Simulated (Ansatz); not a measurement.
H2SeTe (SMILES [SeH][TeH]) moved off its minimum; all values from Ansatz (a first-principles code), cores frozen in correlated methods. Elements past Kr take the def2 small-core potentials, without spin–orbit coupling.
(charge 0, multiplicity 1)
```xyz
4

Te    -0.66951    -0.51502     0.53669
H     -0.83607    -1.75464    -0.60032
Se     0.92419     0.83798    -0.75650
H      2.28816     0.33045    -0.34263
```

### Question
Give the forces (eV/Å), the total energy and the dipole at CCSD(T)/def2-TZVPPD.

### Answer

```csv
atom,Fx,Fy,Fz
Te1,-0.441,-0.833,0.306
H2,0.038,0.249,0.237
Se3,1.202,0.574,-0.552
H4,-0.799,0.010,0.008
```
Energy -2668.3642 hartree, dipole 0.72 D.
